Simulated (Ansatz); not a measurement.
Ideal-gas functions of `I[B]1[S][GeH2]1` at 400 K and 1 bar, from an Ansatz frequency run at PBE0-D4/def2-TZVP.

Molar mass 244.41 g/mol, point group Cs (symmetry number 1), electronic degeneracy 1, moments of inertia 113.967, 803.881, 911.314 u Å². Harmonic wavenumbers (cm⁻¹, unscaled): 135, 222, 230, 322, 499, 534, 542, 739, 863, 1018, 2161, 2175.

Use S(trans) = R[1.5 ln M + 2.5 ln T − 1.1517]; rotational temperatures θ = 24.2544 K / I; S(rot) = R[ln(√π/σ · √(T³/θAθBθC)) + 1.5]; for each mode x = 1.438777 ν̃/T, S = R[x/(eˣ − 1) − ln(1 − e⁻ˣ)] and H = RT x/(eˣ − 1); 1 cm⁻¹ = 0.0119627 kJ/mol; R = 8.31446 J/(mol·K).

Task: By hand: the entropy, in J/(mol·K).

Result: Translation 183.5. Rotation: θ = 0.2128, 0.0302, 0.0266 K, giving 128.0. Vibration, mode by mode: 14.40, 10.40, 10.12, 7.54, 4.48, 4.06, 3.97, 2.27, 1.59, 1.02, 0.03, 0.03, in all 59.9. Electronic 0.0. Sum 371.4 J/(mol·K).

Task: By hand: H − E and G − E in kJ/mol, counted from the electronic energy.

Result: Zero-point energy ½ × 9440 × 0.0119627 = 56.5; thermal vibration 13.5; translation, rotation and pV give 4 RT = 13.3. H − E = 83.3 kJ/mol, and G − E = 83.3 − 400 × 371.4/1000 = -65.3 kJ/mol.

Vibration gives 16 % of the entropy, 14.4 J/(mol·K) of it from the mode under 150 cm⁻¹: soft modes count most, and the harmonic formula is weakest for them.
